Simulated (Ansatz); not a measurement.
System: C₃H₆F, net charge -1, singlet state. It need not be the lowest isomer of its formula. Whether it binds its extra electron was not tested at this geometry. 
Structure (B3LYP-D3(BJ)/def2-TZVP (Ansatz, an electronic-structure program) minimum search):
```
C
H 1 1.1008
H 1 1.1172 2 106.42
C 1 1.5115 2 106.73 3 122.15
H 4 1.1088 1 106.34 2 -57.49
F 4 1.5114 5 100.91 1 108.04
C 1 1.5341 2 108.93 3 -115.16
H 7 1.0931 1 109.58 2 -179.03
H 7 1.0944 8 107.40 1 -119.12
H 7 1.1000 8 108.10 9 -117.83
```
Charge -1, spin multiplicity 1.

Basis-set convergence of Hartree-Fock and CCSD correlation energies (hartree) with Ansatz. Correlated levels leave the core frozen unless marked. Spin-orbit coupling is left out. No relativistic terms.

```json
[
 {"basis": "aug-cc-pVDZ", "functions": "146", "E(HF)": "-216.46647", "E(corr, CCSD)": "-0.71438"},
 {"basis": "aug-cc-pVTZ", "functions": "322", "E(HF)": "(withheld)", "E(corr, CCSD)": "(withheld)"}
]
```

Q: What belongs in the gaps?

A: 
- aug-cc-pVTZ, E(HF): -216.51990
- aug-cc-pVTZ, E(corr, CCSD): -0.84456
